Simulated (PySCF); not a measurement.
**Ga²⁺ (gallium, charge +2) across methods**

[Ar] 3d9 4s1 5s1, high-spin 4D determinant (an excited configuration). Calculation: PySCF 2.14, in aug-cc-pVTZ-PP with one added diffuse shell each of s, d, f type with ECP10MDF (7s5p5d3f, 68 functions); a scalar-relativistic core potential.

| method | E (hartree) | mean ε 3d β (eV) | mean ε 4s α (eV) | mean ε 5s α (eV) | Σ⟨r²⟩ (bohr²) | ⟨S²⟩ |
| --- | --- | --- | --- | --- | --- | --- |
| PBE | -257.1600 | -55.417 | -33.549 | -12.523 | 36.02 | 3.750 |
| wB97X-V | -257.1276 | -61.420 | -36.903 | -14.174 | 36.39 | 3.750 |
| LDA | -256.6941 | -55.309 | -34.022 | -12.503 | 35.81 | 3.750 |
| BP86 | -257.2784 | -55.610 | -33.726 | -12.584 | 35.87 | 3.750 |
| r2SCAN | -257.0530 | -55.764 | -33.721 | -12.473 | 36.20 | 3.750 |
| UHF | -256.16773 | -68.472 | -37.545 | -13.865 | 37.54 | 3.750 |
| PBE0 | -257.1341 | -58.951 | -34.636 | -12.928 | 36.03 | 3.750 |

Energies and moments cover only the electrons outside the core potential. The outer electron is Rydberg-like, and this basis confines it to a smaller radius and binds it less than a complete one would.
